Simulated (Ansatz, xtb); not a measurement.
# Ranking isomers of FHNOSe+

5 gas-phase structures of FHNOSe+, found in a search over its isomers (lower ones may exist). Each was relaxed with GFN2-xTB:

A. `F[Se+]1NO1`, a singlet
B. `O=[NH+][Se]F`, a singlet
C. `[H]/N=[O+]\[Se]F`, a singlet
D. `O/N=[Se+]\F`, a singlet
E. `[H]/N=[O+]/[Se]F`, a singlet

Task: Estimate their order in r2SCAN-D4/def2-SVP energy at these geometries, lowest first.

Result: Calculated order at r2SCAN-D4/def2-SVP: B (0.0), D (33.7), E (115.5), C (121.0), A (167.6) kJ/mol.

Energies above the lowest of each column, in kJ/mol; the last columns are at B3LYP-D3(BJ)/6-311G** geometries and were run for some of them only (a dash: not run or not comparable):

```
structure  GFN2-xTB  HF/STO-3G  r2SCAN-D4/def2-SVP  B3LYP-D3(BJ)/6-311G**  CCSD(T)/def2-TZVPP
        B      58.7        0.0                 0.0                    0.0                 0.0
        D       0.0       85.7                33.7                   13.9                 1.7
        E     122.9       66.6               115.5                      –                   –
        C     111.4      108.7               121.0                      –                   –
        A     102.1      177.4               167.6                      –                   –
```

CCSD(T)/def2-TZVPP has B and D within 1 kcal/mol of each other at the bottom, and every level picks one of them. Some further structures that were screened fall inside this span and aren't listed. Flexible structures stand in one conformer each, not always the lowest. Frequencies (B3LYP-D3(BJ)/6-311G**) were run for B, D alone. Large T1 diagnostics make some coupled-cluster values less sure.

Over these structures GFN2-xTB departs from r2SCAN-D4/def2-SVP by 33.3 kJ/mol on average once a common shift is removed. A GFN2-xTB relaxation took about 0.068 s and the r2SCAN-D4/def2-SVP energy about 1.4 s on a shared host (Ansatz 0.2.0, xtb 6.7.1 (Pople sets with spherical d functions)).
